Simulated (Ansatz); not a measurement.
Frontier orbitals of `NC#[C][AlH][NH2]`.

```xyz
10

N    -0.835   -1.769    2.209
C    -0.536   -0.841    1.301
C    -0.218    0.014    0.492
Al    0.254    1.377   -0.718
N     1.095    0.948   -2.211
H    -1.538   -1.529    2.890
H    -0.888   -2.722    1.886
H    -0.078    2.900   -0.456
H     1.384    1.609   -2.913
H     1.358    0.013   -2.478
```

The species carries charge 0 and has multiplicity 1. All single points use the PBE0-D4/def2-TZVP geometry. It is one conformer, not always the lowest. Basis def2-TZVPP, the Gaussian-basis code of Ansatz.

Orbital energies of one run (eV). Highest occupied ones, from the top: -6.43, -7.31, -7.62, -8.65, -10.35, -10.51, -12.39, -13.07, -15.18, -15.94, -20.11, -22.80, -26.25, -72.79. Empty: -0.24, 0.37, 0.65, 1.22, 2.03, 2.66.

(1) Which functional gave them?
A. PBE0
B. LDA (SPW92)
C. LC-ωPBE
D. BHLYP

## Answers

(1) A. HOMO energies: PBE0 -6.43, LC-ωPBE -9.08, BHLYP -7.48, LDA (SPW92) -5.42 eV.

LC-ωPBE has ω = 0.4 bohr⁻¹.
